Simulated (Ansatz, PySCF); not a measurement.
C4H9BO2 (SMILES C=CCB(O)OC), singlet, geometry from GFN2-xTB, with bond 14-13 at 1.4 times its length. Base run: PySCF with CASSCF(4,3)/STO-3G.

Input for PySCF:
```python
from pyscf import gto, scf, mcscf
import numpy

mol = gto.M(
    atom='''
B     0.46301908    0.07291379    0.57680774
C    -0.74512825   -0.42230899   -0.35991238
C    -1.86232999    0.56375091   -0.45683831
C    -2.23066529    1.17183391   -1.56905718
H    -1.13487807   -1.35600917    0.05907529
H    -0.37575873   -0.65554333   -1.36133249
H    -2.36220544    0.78280727    0.47635528
H    -1.74247156    0.97791612   -2.51088637
H    -3.03341143    1.88894278   -1.58980640
O     0.29860090    1.14921292    1.37214678
H     1.06934978    1.36760958    1.89787066
O     1.67432058   -0.54948349    0.63769323
C     2.02219832   -1.68360590   -0.11532946
H     2.06246813   -1.35429623   -1.60977385
H     3.01413322   -1.99945884    0.20988207
H     1.31136379   -2.49830369    0.04569688
''',
    basis='sto-3g',
    verbose=4,
)

mf = scf.RHF(mol)
mf.kernel()
mc = mcscf.CASSCF(mf, 3, 4)
mc.fix_spin_(ss=0.0)
mc.kernel()
occ = numpy.linalg.eigvalsh(mc.fcisolver.make_rdm1(mc.ci, mc.ncas, mc.nelecas))[::-1]
ss = mc.fcisolver.spin_square(mc.ci, mc.ncas, mc.nelecas)[0]
print('natural occupations', occ.round(4), ' <S^2>', round(ss, 4))
```

Programs used: Ansatz (a quantum-chemistry and plane-wave program), PySCF; a row that names a program was run with it.

Each row names what was changed in the base input (with any setting that the change needs).

```tsv
change	ΔE vs base (kcal/mol)	natural occupations	<S^2> of the state
base	0.000	2.00 1.91 0.09	0.00
solver = newton	0.000	2.00 1.91 0.09	0.00
state_average = 2 states	28.68	-	-
code = ansatz; correction = SC-NEVPT2, all electrons	-202.1	-	-
active space = 8 electrons, 6 orbitals	-26.33	2.00 2.00 1.91 1.89 0.11 0.09	0.00
start = MP2 natural orbitals	-1.11	2.00 1.89 0.11	0.00
conv_tol = 1e-5	0.217	2.00 1.91 0.09	0.00
code = ansatz	-1.09	-	-
active space = 2 electrons, 2 orbitals	-0.565	1.89 0.11	0.00
orbitals = fixed (CASCI)	23.97	2.00 2.00 0.00	0.00
correction = SC-NEVPT2	-205.5	2.00 1.91 0.09	0.00
```

Active orbitals are taken around the Fermi level unless the row says otherwise; CASSCF can end in different local minima, and two programs can end on different orbitals. State-averaged rows give the lowest state.
